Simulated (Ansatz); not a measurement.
The cluster Hf2S2⁺: single points at one geometry.

```yaml
crystal:
  periodic: [false, false, false]
  atoms:
    - {symbol: Hf, position_ang: [-1.235233, 0.118446, -0.625712]}
    - {symbol: Hf, position_ang: [0.595671, -0.274835, 1.224977]}
    - {symbol: S, position_ang: [0.360657, -1.662823, -0.710271]}
    - {symbol: S, position_ang: [0.278916, 1.819212, 0.110996]}
basis:
  gaussian: {orbitals: def2-TZVP, initial_orbitals: start.molden}
total_charge: 1
magnetization: {spin_polarized: true, initial_magnetization: 1}
hamiltonian: {xc: pbe}
correlation: {method: rpa}
scf: {omitted_lower_state_checks: [starts]}
```

The file start.molden holds the orbitals of an earlier run on this structure, at another level or in another basis.

```sh
$ ansatz run in.yaml --threads 4 --pin off --events-out ev --progress --plain --max-ram 3916MiB
```

Shortened log:

```
Functional definition: PBE
1166 factors; integrals over basis functions are off by at most 9.7e-4 eV
mean field evaluation 1: about -24272.6994 eV, gradient 8.1e0 eV
mean field evaluation 2: about -24272.8314 eV, gradient 1.9e-1 eV
mean field evaluation 4: about -24272.8140 eV, gradient 3.3e-3 eV
mean field evaluation 8: about -24272.8140 eV, gradient 2.2e-6 eV
mean field -24272.81398551 eV, -892.0094612634 hartree, gradient 3.8e-6 eV, S^2 0.757467; 0 other end points of the search recorded, 0 dependent functions left out
10 core orbitals not correlated: weight in the atoms' cores, before any rotation towards them, 1.000 or more for the frozen orbitals, at most 0.000 for the correlated occupied ones
reference -24212.94823271 eV, -889.8094354262 hartree; 18, 17 occupied and 126, 127 virtual orbitals, 1166 factors
Total energy: -24249.42046407 eV, -891.1497652070 hartree
Checks for a lower state left out: starts
```

It took 8.5 s on 4 threads of Arm Neoverse V1 on a shared host.

First input, but with `hamiltonian: {xc: pbe, dispersion: d4}`, `output: {orbitals: {seedname: orbitals}}` and without the key `correlation` (abridged; 4 s):

```
Functional definition: PBE
mean field -24272.81399042 eV, -892.0094614437 hartree, gradient 3.7e-5 eV, S^2 0.757467
Total energy: -24272.97557663 eV, -892.0153996274 hartree
Checks for a lower state left out: starts
```

The first input with `hamiltonian: {xc: {name: wB97M-V}}`, `output: {orbitals: {seedname: orbitals}}` and without the key `correlation` (abridged; 63 s):

```
Functional definition: wB97M-V
mean field -24274.61998243 eV, -892.0758304260 hartree, gradient 9.8e-6 eV, S^2 0.755991
Total energy: -24274.62003351 eV, -892.0758323031 hartree
Checks for a lower state left out: starts
```

Geometry: r2SCAN-D4/def2-SVP.

In the def2 sets Hf takes a core potential; there is no spin–orbit coupling. Correlated methods freeze 10 core orbitals; core or outer-core shells of Hf are correlated, in sets that lack core-valence functions. The structure comes from a short search, and lower isomers may exist.
